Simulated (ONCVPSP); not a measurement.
# Potentials for iodine (I) compared

Generated with ld1.x 7.5 (TM, RRKJ, ultrasoft, PAW), atompaw 4.2 or ONCVPSP 4.0.1. The cutoff is in Ry: for ld1.x and atompaw files where the sum of valence levels is converged to 10 mRy in a Bessel basis, for ONCV files where the hardest occupied wave has 1 mHa per electron of residual kinetic energy. The error is the largest all-electron minus pseudo excitation energy over each file’s own four to seven test configurations (ionisations up to +4, promotions, holes and added fractions of an electron), all of which were solved. The labels leave out finer settings (local radius, basis sizes, second energies), which also bear on the numbers. Spin-polarised tests are not counted. The rows are a selection from randomly drawn settings: files with unsolved tests, undetermined cutoffs or missed reference levels are left out.

A true bound ghost makes a file unfit for plane-wave use even where its test errors are small: the radial tests pick states by their node count and pass the ghost by.

```csv
potential,cutoff (Ry),largest error (meV),bound ghosts
"ONCV, PBEsol, non-relativistic, rc 1.40/1.20/1.25 (spd), local smoothed, core correction no, reference 4s2 4p6 4d10 5s2 5p4, qcut 8.2/11.7/13.8, projectors 2/3/2",116,-0.8,none
"ONCV, LDA (Perdew-Zunger), scalar-relativistic, rc 1.30/1.35/1.15 (spd), local smoothed, core correction no, reference 4s2 4p6 4d10 5s2 5p5, qcut 11.5/14/11.6, projectors 2/3/2",104,+15,none
"ONCV, PBE, scalar-relativistic, rc 1.55/1.70/1.10 (spd), local smoothed, core correction yes, reference 4d10 5s2 5p3, qcut 4.6/5.2/14.2, projectors 2/2/2",198,+7.8,"s, p"
"ONCV, PW91, scalar-relativistic, rc 1.75/1.40/1.34 (spd), local smoothed, core correction no, reference 4p6 4d10 5s2 5p4.5, qcut 3.1/12.1/13, projectors 1/2/3",110,+133,s
```

(1) Fill in the row for I: ONCV, PBE, scalar-relativistic, rc 1.00/1.55/0.95 (spd), local smoothed, core correction yes, reference 4s2 4p6 4d10 5s2 5p5, qcut 11.5/9.4/11.4, projectors 2/2/2.

Results:

(1) cutoff 111 Ry, largest error -18 meV, bound ghosts: none.
